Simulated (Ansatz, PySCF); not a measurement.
Species: CH3ClF2Si (charge 0, singlet). 
Structure (B3LYP-D3(BJ)/def2-TZVP (Ansatz, an electronic-structure program) minimum search):
SMILES: C[Si](F)(F)Cl
```xyz
8

C     -1.9513    -0.1167     0.1792
Si    -0.1434     0.2047     0.2177
F      0.4442    -0.0361     1.6731
F      0.1717     1.7160    -0.1536
Cl     0.8911    -0.9845    -1.0773
H     -2.1604    -1.1522     0.4503
H     -2.3498     0.0658    -0.8195
H     -2.4656     0.5386     0.8845
```

Dipole moments at this geometry, in debye (magnitudes).

| level | program | dipole (D) |
|---|---|---|
| HF/def2-TZVPD | PySCF | 2.39 |
| r2SCAN/def2-TZVPD | Ansatz | 2.26 |
| CAM-B3LYP/def2-TZVPD | PySCF | 2.32 |
| wB97M-V/def2-TZVPD | Ansatz | … |
| CCSD(T)/aug-cc-pV(D+d)Z | Ansatz | … |

### Question
Complete the blanks.

### Answer

- wB97M-V/def2-TZVPD, dipole (D): 2.27
- CCSD(T)/aug-cc-pV(D+d)Z, dipole (D): 2.25
